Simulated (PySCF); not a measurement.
# BBr₃: PBE0 against B3LYP

Base calculation in PySCF with density fitting and no spin–orbit coupling, PBE0/def2-TZVP (no relativity): singlet, D3h, B–Br 1.897 Å (×3); wavenumbers 152 (×2), 285, 387, 831 (×2) cm⁻¹; gap between the highest occupied and lowest empty levels 6.21 eV, polar-tensor charge of B 1.18 e, atomisation energy (no zero-point energy) 1180 kJ/mol.

Task: What changes on going to B3LYP/def2-TZVP (no relativity)?

Result: The point group stays the same. Changes: mean bond to B +0.012 Å, highest wavenumber -31 cm⁻¹, lowest wavenumber -1 cm⁻¹, gap between the highest occupied and lowest empty levels -0.45 eV, polar-tensor charge of B 0.00 e, atomisation energy (no zero-point energy) -66 kJ/mol. The new structure has B–Br 1.909 Å (×3), with wavenumbers 151 (×2), 277, 386, 800 (×2) cm⁻¹.

Each species is the lowest minimum found with this bonding; other isomers or fragments can lie lower.
